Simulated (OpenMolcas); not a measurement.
**Multiconfigurational calculation on As**

Input:

```
&GATEWAY
Coord
1

As 0.0 0.0 0.0
Basis=ANO-RCC-VTZP
Group=XYZ
NoMove
AngMom=0.0 0.0 0.0
AMFI
&SEWARD
&RASSCF
FileOrb=start.orb
Symmetry=2
Spin=4
nActEl=5 0 0
Inactive=8 6
Ras2=1 3
CIRoot=1 1 1
SDav=1
CIMx=300
Iter=120 100
PrWF=0.3
OrbListing=Nothing
MaxOrb=0
Atom
>>> COPY $Project.JobIph JOB001
&RASSCF
FileOrb=start.orb
Symmetry=2
Spin=2
nActEl=5 0 0
Inactive=8 6
Ras2=1 3
CIRoot=8 8 1
SDav=11
CIMx=300
Iter=120 100
PrWF=0.3
OrbListing=Nothing
MaxOrb=0
Atom
>>> COPY $Project.JobIph JOB002
&RASSI
NrOfJobIphs=2 1 8
1
1 2 3 4 5 6 7 8
IphNames
JOB001
JOB002
EJob
SpinOrbit
DIPRint=1.0
SOCoupling=1000.0
Subsets=2
MEES
Property=10
'ANGMOM' 1 'ANGMOM' 2 'ANGMOM' 3 'MLTPL  1' 1 'MLTPL  1' 2 'MLTPL  1' 3
'AMFI' 1 'AMFI' 2 'AMFI' 3 'MLTPL  2' 6
SOProperty=3
'ANGMOM' 1 'ANGMOM' 2 'ANGMOM' 3
```

Launched by
```bash
OMP_NUM_THREADS=1 MOLCAS_MEM=2252 MOLCAS_PROJECT=a pymolcas a.inp > a.log  # once for each step of the input, in one work folder
```

A driver script runs the steps one by one and writes start.orb anew before each from the orbitals found so far.

Output, cut to the results:

```
--- SEWARD ---
Basis set label: AS.ANO-RCC...6S5P3D1F.

      Electronic valence basis set:
      ------------------
      Associated Effective Charge  33.000000 au
      Associated Actual Charge     33.000000 au
      Nuclear Model: Point charge

      Shell  nPrim  nBasis  Cartesian Spherical Contaminant
         s      20       6        X
         p      17       5        X
         d      11       3                 X
         f       4       1                 X
                  Relativistic Douglas-Kroll-Hess integrals:
                    - DKH order of Hamiltonian: 2
                    - DKH order of Properties : 0
                  Atomic mean-field integrals
--- RASSCF ---
Wave function specifications:
      -----------------------------

      Number of closed shell electrons          28
      Number of electrons in active shells       5
      Max number of holes in RAS1 space          0
      Max nr of electrons in RAS3 space          0
      Number of inactive orbitals               14
      Number of active orbitals                  4
      Number of secondary orbitals              25
      Spin quantum number                      1.5
      State symmetry                             2
Orbital specifications:
      -----------------------

      Symmetry species                           1   2
                                                ag  au
      Frozen orbitals                            0   0
      Inactive orbitals                          8   6
      Active orbitals                            1   3
      RAS1 orbitals                              0   0
      RAS2 orbitals                              1   3
      RAS3 orbitals                              0   0
      Secondary orbitals                        12  13
      Deleted orbitals                           0   0
      Number of basis functions                 21  22
      Number of CSFs                             1
      Number of root(s) required                 1
      Iter CI   SX   CI       RASSCF       Energy    max ROT     max BLB   max BLB  Level Ln srch  Step   QN
          iter iter root      energy       change     param      element    value   shift minimum  type update
 Nr of preliminary CI iterations:   1
 ###############################################################################
 ###############################################################################
 ###                                                                         ###
 ###                                                                         ###
 ###    WARNING: Problems in orbital optimization.                           ###
 ###                                                                         ###
 ###                                                                         ###
 ###############################################################################
 ###############################################################################
  Warning: In symmetry  1, orbital p=   9 has diagonal density matrix element D(p,p) close to two. (2 - D(p,p))=  0.000000E+00
      Total energies have been shifted. Add                -2000.00 au
        ...
 ###############################################################################
 ###############################################################################
  Warning: In symmetry  1, orbital p=   9 has diagonal density matrix element D(p,p) close to two. (2 - D(p,p))=  0.000000E+00
        4   1    2    1  -258.94449136   -9.09E-13   7.28E-08    9  11 1 -1.21E-07   0.50   0.00    SX    NO
      Convergence after  4 iterations
        5   1    2    1  -258.94449136   -1.82E-12   7.28E-08    9  10 1 -6.55E-08   0.50   0.00    SX    NO
      Natural orbitals and occupation numbers for root  1
      sym 1:   2.000000
      sym 2:   1.000000   1.000000   1.000000
::    RASSCF root number  1 Total energy:  -2258.94449136
--- RASSCF ---
Wave function specifications:
      -----------------------------

      Number of closed shell electrons          28
      Number of electrons in active shells       5
      Max number of holes in RAS1 space          0
      Max nr of electrons in RAS3 space          0
      Number of inactive orbitals               14
      Number of active orbitals                  4
      Number of secondary orbitals              25
      Spin quantum number                      0.5
      State symmetry                             2
Orbital specifications:
...
--- RASSI ---
SPIN-FREE ENERGIES:
  (Shifted by EMIN (a.u.) =      -2258.9444913574)

 SF State       Relative EMIN(au)   Rel lowest level(eV)    D:o, cm**(-1)      L_eff

     1             0.0000000000        0.0000000000              0.0000         0.0
     2             0.0667128699        1.8153496706          14641.7825         2.0
     3             0.0667128699        1.8153496706          14641.7825         2.0
     4             0.0667128699        1.8153496706          14641.7825         2.0
     5             0.0667128699        1.8153496706          14641.7825         2.0
     6             0.0667128699        1.8153496706          14641.7825         2.0
     7             0.0927342085        2.5234263657          20352.8062         1.0
     8             0.0927342085        2.5234263657          20352.8062         1.0
     9             0.0927342085        2.5234263657          20352.8062         1.0
     Dipole printing threshold changed to   1.00000000E+00
Eigenvalues of complex Hamiltonian:
   -----------------------------------
  (Shifted by EMIN (a.u.) =      -2258.9444913574)

 SO State       Relative EMIN(au)   Rel lowest level(eV)    D:o, cm**(-1)     J-value

     1            -0.0003232325        0.0000000000              0.0000         1.1
     2            -0.0003232325        0.0000000000              0.0000         1.3
     3            -0.0003232325        0.0000000000              0.0000         1.2
     4            -0.0003232325        0.0000000000              0.0000         1.0
     5             0.0653931622        1.7882341995          14423.0815         1.0
     6             0.0653931622        1.7882341995          14423.0815         1.0
     7             0.0653931622        1.7882342000          14423.0815         1.3
     8             0.0653931622        1.7882342000          14423.0815         1.3
     9             0.0667128699        1.8241452752          14712.7239         2.1
...
```

The J values that RASSI prints are effective ones from its own formula and need not be integers or half-integers; the table below assigns J from the states.

Levels above the lowest, from the spin-orbit matrix, grouped by J:

```tsv
Configuration	Term	J	E (cm-1)	Measured (cm-1)	g	Term weight %
4s2 4p3	4S*	3/2	0.0	0.0	2.000	100
4s2 4p3	2D*	3/2	14423	10593	0.824	95
4s2 4p3	2D*	5/2	14713	10915	1.200	100
4s2 4p3	2P*	1/2	20450	18186	0.666	100
4s2 4p3	2P*	3/2	20771	18648	1.312	95
```

Against the 4 measured excited levels shown (NIST Handbook of Basic Atomic Spectroscopic Data) the mean absolute deviation is 3000 cm-1; the largest miss in energy is 4s2 4p3 2D* 3/2: computed 14423, measured 10593 cm-1 (+36.2 %).

Without dynamic correlation excited terms often stand tens of per cent too high (terms of higher spin than the ground term too low), and those without a measured partner can miss by more than the paired ones. Computed and measured levels are paired by configuration, term and J; levels that our copy of the source lacks, or whose pairing is in doubt (as where it misses far off the trend of its configuration), stay unpaired and out of the deviations. Only configurations of the active space appear. The first state left out of the spin-orbit step lies near 79000 cm-1 above the lowest spin-free state of the reference (among the parities and spins computed), and the list stops at four fifths of that energy or lower.

The term weight is that of the spin-free term in the level, not the purity of its configuration. * marks odd parity.
